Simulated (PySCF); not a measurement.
# Solvent effects on NMR parameters

Atoms are numbered as in `[CH3:1][S:2]/[CH:3]=[CH:4]/[O:5][SiH3:6]` (H(Xn): hydrogen on atom n).

GIAO PBE0/pcSseg-1 in PySCF 2.14 on one PBE0-D3(BJ)/def2-SVP conformer, non-relativistic, equivalent nuclei averaged. Solvents enter as an IEF-PCM continuum (cyclohexane with ε = 2.0, dichloromethane with ε = 8.9) around the gas-phase geometry. Shifts are referred to TMS, CS2 computed in the same medium.

Gas phase, δ in ppm: C4 144.2, C3 110.2, C1 16.5, S2 -42.4, Si6 -37.1, H(C4) 5.76, H(C3) 5.04, H(Si6) 4.86, H(C1) 2.02. Dipole moment 0.66 D.

Q: How does each δ change in the continuum?

A: 
```
 atoms                                                  environment  Δδ, cyclohexane  Δδ, dichloromethane
    C4                                 alkene carbon bearing oxygen             +0.9                 +2.1
    C3                β carbon of an enol-ether or enamine type C=C              0.0                 -0.1
    C1                                    methyl carbon bonded to S              0.0                 +0.2
    S2                                               sulfide sulfur             -4.9                -10.8
   Si6                                     silicon bonded to O, 3 H             +0.8                 +1.7
 H(C4)                  hydrogen on an alkene carbon bearing oxygen            +0.10                +0.23
 H(C3)  hydrogen on a β carbon of an enol-ether or enamine type C=C            +0.06                +0.14
H(Si6)                            hydrogen on a silicon bonded to O             0.00                 0.00
 H(C1)                      hydrogen on a methyl carbon bonded to S            +0.07                +0.15
```

Changes are relative to the gas phase. The dipole moment becomes 0.77 D in cyclohexane, 0.91 D in dichloromethane.

Q: Which of the listed nuclei move most (in ppm), and what does the model miss? (N and O are left out, as their reference compounds move with the solvent too.)

A: S2 (sulfide sulfur, -10.8 ppm) in dichloromethane. A continuum only polarises the solute; specific hydrogen bonds, the anisotropy of aromatic solvents and changes of geometry or conformer are outside it.
